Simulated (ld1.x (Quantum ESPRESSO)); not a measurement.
PBE TM dataset for phosphorus, scalar-relativistic all-electron reference.

Input for ld1.x (Quantum ESPRESSO) 7.5:

```
&input
   title='P', zed=15., rel=1, dft='PBE', iswitch=3,
   config='[Ne] 3s2 3p2.5',
   nld=2, rlderiv=1.80, eminld=-3.0, emaxld=5.0, deld=0.02
 /
 &inputp
   pseudotype=2, tm=.true., lloc=0,
   nlcc=.false.,
   file_pseudopw='P.UPF', file_wfcaegen='ae.wfc', file_wfcncgen='nc.wfc', file_beta='beta', file_chi='chi'
 /
2
3P  2  1   2.50   0.00  1.65  1.65  0.0
3S  1  0   2.00   0.00  1.65  1.65  0.0
 &test
   configts(1)='3s2 3p2.5'
 /
```

Command:

```bash
ld1.x < P.in > P.out
```

The program printed (shortened: banner, matrices, multipoles, cross overlaps and the repeated all-electron block are left out):

```
Program LD1 v.7.5
     --------------------------- All-electron run ----------------------------

     P
     scalar relativistic calculation

     atomic number is 15.00
     dft =PBE   lsd =0 sic =0 latt =0  beta=0.20 tr2=1.0E-14
     Exchange-correlation= PBE
                           (   1   4   3   4   0   0   0)
     mesh =1147 r(mesh) = 101.18493 a.u. xmin = -7.00 dx = 0.01250
     1 Ry =  13.60569312 eV, c = 137.03599908

     n l     nl                  e(Ry)          e(Ha)          e(eV)
     1 0     1S 1( 2.00)      -153.5575       -76.7788     -2089.2566
     2 0     2S 1( 2.00)       -13.1560        -6.5780      -178.9968
     2 1     2P 1( 6.00)        -9.5186        -4.7593      -129.5069
     3 0     3S 1( 2.00)        -1.3545        -0.6773       -18.4292
     3 1     3P 1( 2.50)        -0.7104        -0.3552        -9.6650

     final scf error:  7.6E-15 reached in  25 iterations

     Etot =    -683.528192 Ry,    -341.764096 Ha,   -9299.874818 eV

     Ekin =     685.688873 Ry,     342.844437 Ha,    9329.272385 eV
     Encl =   -1625.315002 Ry,    -812.657501 Ha,  -22113.537150 eV
     Eh   =     301.823912 Ry,     150.911956 Ha,    4106.523530 eV
     Exc  =     -45.725975 Ry,     -22.862988 Ha,    -622.133584 eV

     normalization and overlap integrals

     s(1S/1S) =  1.000000  <r> =   0.1036  <r2> =    0.0144  r(max) =   0.0675
     s(2S/2S) =  1.000000  <r> =   0.5196  <r2> =    0.3220  r(max) =   0.4187
     s(2P/2P) =  1.000000  <r> =   0.4852  <r2> =    0.2955  r(max) =   0.3559
     s(3S/3S) =  1.000000  <r> =   1.8589  <r2> =    4.0042  r(max) =   1.5557
     s(3P/3P) =  1.000000  <r> =   2.2422  <r2> =    5.9687  r(max) =   1.7851

     ------------------------ End of All-electron run ------------------------

     --------------------- Generating NC pseudopotential ---------------------

      Generating local pot.: lloc=0, matching radius rcloc =   1.6500

      Wfc   3P  rcut= 1.636  Using Troullier-Martins method

     ------------------- End of pseudopotential generation -------------------

     Computing logarithmic derivative in   1.79628
     Computing logarithmic derivative in   1.79628
     Computing the partial wave expansion
       no projector for channel:   0
     R is outside the sphere for l=    1 j= 0.00

     ---------------------- Testing the pseudopotential ----------------------

     P
     scalar relativistic calculation

     atomic number is 15.00   valence charge is  5.00
     dft =PBE   lsd =0 sic =0 latt =0  beta=0.20 tr2=1.0E-14
     mesh =1147 r(mesh) = 101.18493 xmin = -7.00 dx = 0.01250

     n l     nl             e AE (Ry)        e PS (Ry)    De AE-PS (Ry)
     1 0     3S   1( 2.00)       -1.35452       -1.35453        0.00001
     2 1     3P   1( 2.50)       -0.71036       -0.71036       -0.00000

     eps = 9.7E-15  iter = 13

     Etot =    -683.528192 Ry,    -341.764096 Ha,   -9299.874818 eV
     Etotps =   -12.526629 Ry,      -6.263314 Ha,    -170.433467 eV

     Ekin =       4.295984 Ry,       2.147992 Ha,      58.449835 eV
     Encl =     -22.626473 Ry,     -11.313237 Ha,    -307.848853 eV
     Ehrt =       8.830301 Ry,       4.415151 Ha,     120.142369 eV
     Ecxc =      -2.705013 Ry,      -1.352506 Ha,     -36.803573 eV
     Epseu=      -0.321427 Ry,      -0.160714 Ha,      -4.373244 eV

     ---------------------- End of pseudopotential test ----------------------
```

Generation and configuration tests took about 0.71 s on one core of a shared server CPU.
